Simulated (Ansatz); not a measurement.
`[NH2][Al]([Br])[Br]` and `[OH][Al]([Br])[Br]` differ in one atom or group.

Ansatz, PBE0-D4/def2-TZVP geometries, multiplicity 1. Each molecule was computed in one conformer, which needn't be the lowest.

Scalar relativity is left out up to krypton.

```tsv
property	`[NH2][Al]([Br])[Br]`
HOMO energy (B3LYP/def2-TZVPP) / eV	-7.74
zero-point energy (PBE0-D4/def2-TZVP) / kJ/mol	74.5
size of the dipole moment (ωB97M-V/def2-TZVPP) / D	2.26
LUMO energy (PBE0/def2-TZVPP) / eV	-0.81
LUMO energy (B3LYP/def2-TZVPP) / eV	-1.07
HOMO energy (PBE/def2-TZVPP) / eV	-6.59
```

Task: What does the change do to each property? (Estimate.)

Result: Ansatz gave: 
```csv
property,`[OH][Al]([Br])[Br]`,shift
HOMO energy (B3LYP/def2-TZVPP) / eV,-8.35,-0.61
zero-point energy (PBE0-D4/def2-TZVP) / kJ/mol,42.7,-31.8
size of the dipole moment (ωB97M-V/def2-TZVPP) / D,1.54,-0.72
LUMO energy (PBE0/def2-TZVPP) / eV,-1.16,-0.35
LUMO energy (B3LYP/def2-TZVPP) / eV,-1.43,-0.36
HOMO energy (PBE/def2-TZVPP) / eV,-7.34,-0.75
```

With PBE0 the HOMO falls by 0.64 eV and the LUMO falls by 0.35 eV, so the gap widens by about 0.29 eV. PBE moves the HOMO by -0.75 eV and ωB97M-V by -0.47 eV. The zero-point energy changes by -31.8 kJ/mol with -3 modes. Dipoles are sizes alone; their direction can turn.

B3LYP here is the variant with VWN-RPA as its local correlation; programs differ in this.

Spin–orbit coupling is left out; it splits and shifts lone-pair levels of the heavy atoms by tenths of an eV.
